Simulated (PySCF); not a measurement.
BF2, SMILES F[B+]F, charge +1. Atoms are numbered in the order given.

```xyz
3

B      0.0000     0.0000     0.0000
F      0.0000     0.0000    -1.2386
F      0.0000     0.0000     1.2386
```
Charge +1, spin multiplicity 1.

The structure is a stationary point at PBE-D3(BJ)/def2-TZVP.

Lowest vertical singlet excitation by several levels in PySCF, with rough processor times relative to the cheapest run on one machine. Each run also gave further roots (ADC and EOM-CCSD ionised and attached states too); roots are paired by order and the bases differ. EOM-CCSD serves as a yardstick, not as the true value; all levels that ended soundly for this molecule are listed, with differences from unrounded values.

| level | relative cost |
|---|---|
| TDDFT-PBE/def2-TZVPD | 1 |
| ADC(2)/aug-cc-pVDZ | 2 |
| TDDFT-B3LYP/def2-TZVPD | 2 |
| EOM-CCSD/aug-cc-pVDZ | 6 |

Problem. Give S1 at each level and its distance from EOM-CCSD. (An estimate is asked for; the answer gives what the named calculation found.)

Solution. 
```json
[
 {"level": "TDDFT-PBE/def2-TZVPD", "S1 (eV)": "11.04", "S1 minus EOM-CCSD (eV)": "-1.24"},
 {"level": "ADC(2)/aug-cc-pVDZ", "S1 (eV)": "11.81", "S1 minus EOM-CCSD (eV)": "-0.47"},
 {"level": "TDDFT-B3LYP/def2-TZVPD", "S1 (eV)": "11.59", "S1 minus EOM-CCSD (eV)": "-0.69"},
 {"level": "EOM-CCSD/aug-cc-pVDZ", "S1 (eV)": "12.28", "S1 minus EOM-CCSD (eV)": "0.00"}
]
```

Problem. Which is the cheapest level here that lands within 0.5 eV of EOM-CCSD?

Solution. ADC(2)/aug-cc-pVDZ, at about 30 % of the cost of EOM-CCSD.
